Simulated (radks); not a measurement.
The numbers below are computed, except where a source is named.
Species: Ti+. Configuration: [Ar] 3d2 4s1. Level of theory: scalar-relativistic Kohn-Sham, r2SCAN, spin-polarised, spherical densities, finite nucleus; open shells are filled with parallel spins first; meta-GGA in the generalised Kohn-Sham scheme; Fermi nuclear charge, rms radius 3.5921 fm; hard spherical wall at 3 bohr (a radial shooting solver on a logarithmic mesh with Libxc functionals).

Normalised radial functions P(r) = r R(r), r in bohr:

```
   r/bohr * 3s down, o 3p up, + 4s down (the largest magnitude, 1.1, reaches the edge; | marks zero, & curves that meet)
 0.004528                             o &
 0.005665                             o +*
 0.007145                             o +*
 0.008939                             o  +*
  0.01127                             o  + *
   0.0141                             o   +*
  0.01779                             |o  + *
  0.02225                             |o   + *
  0.02806                             | o  +  *
  0.03511                             | o  +  *
  0.04427                             |  o + *
  0.05539                             |   +o*
  0.06985                             |  +* o
  0.08739                             +*      o
   0.1102                         *+  |         o
   0.1379                     * +     |           o
   0.1739                 *   +       |            o
   0.2175               *    +        |           o
   0.2743                 *   +       |       o
   0.3432                       *  +  | o
   0.4328                       o     |   &
   0.5415               o             |          +  *
   0.6829       o                     |              +       *
   0.8544    o                        |            +             *
    1.077     o                       |    +                   *
    1.348          o          +       |                 *
      1.7         +      o            |          *
    2.127      +               o      |    *
    2.682                  +        o |*
```

3s down: eigenvalue -61.636 eV, 2 radial nodes at r = 0.0913, 0.401 bohr, <r> = 1.02 bohr, 90 % of the charge inside 1.53 bohr. 3p up: eigenvalue -40.124 eV, 1 radial node at r = 0.370 bohr, <r> = 1.09 bohr, 90 % of the charge inside 1.68 bohr. 4s down (empty): eigenvalue 19.246 eV, 3 radial nodes at r = 0.0909, 0.386, 1.17 bohr, <r> = 1.80 bohr, 90 % of the charge inside 2.45 bohr.
